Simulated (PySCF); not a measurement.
**Gas-phase XPS of (Cl)1Al(OSiH2)2O, computed**

Species: (Cl)1Al(OSiH2)2O.
Cartesian coordinates in Å at the PBE0-D3(BJ)/def2-SVP level; atoms count from 1:
```xyz
11
AlClH4O3Si2 angstrom
Al     0.5252   -1.1885    1.3217
Cl     1.1561   -2.5340    2.7610
O     -0.4021   -1.6546   -0.0269
Si    -0.9091   -0.6825   -1.2749
O     -0.3950    0.8670   -0.9515
Si     0.4992    1.6179    0.2353
O      0.9008    0.4712    1.3689
H     -0.2941   -1.1435   -2.5477
H     -2.3934   -0.6951   -1.3512
H      1.7375    2.1762   -0.3693
H     -0.3271    2.6803    0.8655
```

The calculation used PySCF, delta-SCF UKS SCAN, pcX-2 on the ionised atom, pcseg-1 elsewhere, spin-free X2C. These are vertical core ionisation energies against the vacuum level, from separate self-consistent calculations with and without the core hole.

Q: List the computed XPS lines with their assignment.

A: 
```json
{"atom(s)": "Al1", "bonded to": "2 O and Cl", "level": "Al 1s", "binding energy (eV)": "1568.73", "2p1/2 (eV)": "–", "above the level's lowest (eV)": "0.00", "count": "1"}
{"atom(s)": "Cl2", "bonded to": "Al", "level": "Cl 2p3/2", "binding energy (eV)": "206.38", "2p1/2 (eV)": "208.03", "above the level's lowest (eV)": "0.00", "count": "1"}
{"atom(s)": "Cl2", "bonded to": "Al", "level": "Cl 1s", "binding energy (eV)": "2828.98", "2p1/2 (eV)": "–", "above the level's lowest (eV)": "0.00", "count": "1"}
{"atom(s)": "O3/O7", "bonded to": "Si and Al", "level": "O 1s", "binding energy (eV)": "537.97", "2p1/2 (eV)": "–", "above the level's lowest (eV)": "0.00", "count": "2"}
{"atom(s)": "Si4/Si6", "bonded to": "2 O and 2 H", "level": "Si 2p3/2", "binding energy (eV)": "108.18", "2p1/2 (eV)": "108.80", "above the level's lowest (eV)": "0.00", "count": "2"}
{"atom(s)": "Si4/Si6", "bonded to": "2 O and 2 H", "level": "Si 1s", "binding energy (eV)": "1848.26", "2p1/2 (eV)": "–", "above the level's lowest (eV)": "0.00", "count": "2"}
{"atom(s)": "O5", "bonded to": "2 Si", "level": "O 1s", "binding energy (eV)": "538.11", "2p1/2 (eV)": "–", "above the level's lowest (eV)": "+0.14", "count": "1"}
```

The 2 O 1s values lie within 0.14 eV of each other; Gaussian lines of 0.5 eV full width would blend them into one maximum.

Q: Which photon energy gives electrons from O 1s of O5 a kinetic energy of 150 eV, and what is their de Broglie wavelength?

A: hν = 538.11 + 150 = 688.11 eV, recoil neglected; λ = 12.264 Å/√(E/eV) = 1.00 Å.

Atoms equivalent by their bonding share one computed value, that of the first of them. The 2p values add to the ΔSCF energy of one spin-free hole a correction within the shell (spin–orbit coupling, ligand field). 2p1/2 minus 2p3/2 (ligand field included): Cl 1.65 eV, Si 0.63 eV. One conformer (not necessarily the lowest) at the PBE0-D3(BJ)/def2-SVP geometry, without solvent, vibrations or thermal averaging.
